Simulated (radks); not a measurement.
Results of a calculation; reference values are marked as such.
All-electron atom: Mn III in [Ar] 3d5 (the NIST ground configuration).

Level of theory: scalar-relativistic Kohn-Sham, LDA (Slater exchange, Perdew-Wang correlation), spin-unpolarised, spherical densities, point nucleus (a radial shooting solver on a logarithmic mesh with Libxc functionals).

Energy parts (eV):
part                      energy
total                 -31435.701
kinetic                31768.009
electron-nucleus      -74697.376
Hartree                12836.127
exchange-correlation   -1342.460

Orbitals (lengths in bohr, moments of r in powers of bohr; <r^-3> diverges for s and p1/2; r(90%) holds 90 % of the orbital's charge):
| orbital | occ. | eigenvalue (eV) | r(90%) | <r^-3> |
|---|---|---|---|---|
| 1s | 2 | -6432.735 | 0.109 | - |
| 2s | 2 | -759.8717 | 0.434 | - |
| 2p | 6 | -647.4743 | 0.406 | 417.8 |
| 3s | 2 | -103.3126 | 1.28 | - |
| 3p | 6 | -72.4038 | 1.40 | 51.61 |
| 3d | 5 | -24.6217 | 1.98 | 4.240 |

The highest occupied level is 3d at -24.622 eV. The density falls to 0.001 e/bohr^3 at r = 3.09 bohr. For comparison, the ionisation energy in NIST's Atomic Spectra Database is 33.67 eV (measured). In exact Kohn-Sham theory the highest level is minus the ionisation energy, but local and semilocal functionals leave it too shallow, through self-interaction and a potential that decays too fast; potentials with the right tail come closer. Summed over all electrons, <r^2> = 16.63 bohr^2, which gives a Langevin (diamagnetic) susceptibility term of -13.2 x 10^-6 cm^3/mol.

Beside tabulated values, note that spin-unpolarised runs miss the spin-polarisation part of the exchange energy of open shells.
